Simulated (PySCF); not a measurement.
**Which element holds Br most strongly?**

r²SCAN in PySCF with def2-TZVPPD on every atom (core potentials on Sn), for the lowest determinant that a PBE0 search found; no spin–orbit coupling. D0 is De less the harmonic zero-point energy.

| M | state (unpaired electrons) | Re (Å) | ωe (cm⁻¹) | D0(MBr) (eV) |
| --- | --- | --- | --- | --- |
| Ge | doublet (π ↑) | 2.325 | 295 | 3.80 |
| Al | singlet (closed shell) | 2.317 | 371 | 4.66 |
| Sn | doublet (π ↑) | 2.521 | 242 | 3.65 |
| Ga | singlet (closed shell) | 2.365 | 268 | 4.48 |
| As | triplet (π ↑↑) | 2.298 | 314 | 2.97 |
| Si | doublet (π ↑) | 2.235 | 417 | 3.97 |
| C | doublet (π ↑) | 1.825 | 725 | 3.74 |

**Question.** Order the elements by D0 and give the energy of GeBr + C → CBr + Ge.

**Answer.** Al > Ga > Si > Ge > C > Sn > As; ΔE = 3.80 − 3.74 = +0.06 eV at r²SCAN/def2-TZVPPD. Close neighbours can swap at other levels.

These are scalar-relativistic numbers at best; spin–orbit coupling would shift them, the dissociation energy most. States were picked by a PBE0 search and need not be the measured ground states.
